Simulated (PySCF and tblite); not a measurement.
Values are calculated unless marked as measured or tabulated.
System: C7H12, numbered as in [CH2:1]=[C:2]1[CH2:3][CH2:4][C@@H:5]([CH3:6])[CH2:7]1.

Motion: inversion of the 5-membered ring (2–3–4–5–7). GFN2-xTB gives an electronic barrier of 2.2 kcal/mol and a reaction energy of 0.3 kcal/mol.

(1) What does PBE0/pcSseg-1 + D3(BJ) give on GFN2-xTB geometries?

Programs: tblite and PySCF.

Answers

(1) A barrier of 2.3 kcal/mol, 0.2 above the tight-binding barrier (from unrounded values), a reaction energy of 0.5 kcal/mol and, with GFN2-xTB thermal terms, ΔG‡(298 K) = 2.9 kcal/mol and k = 4.9×10¹⁰ s⁻¹ (1 equivalent path).
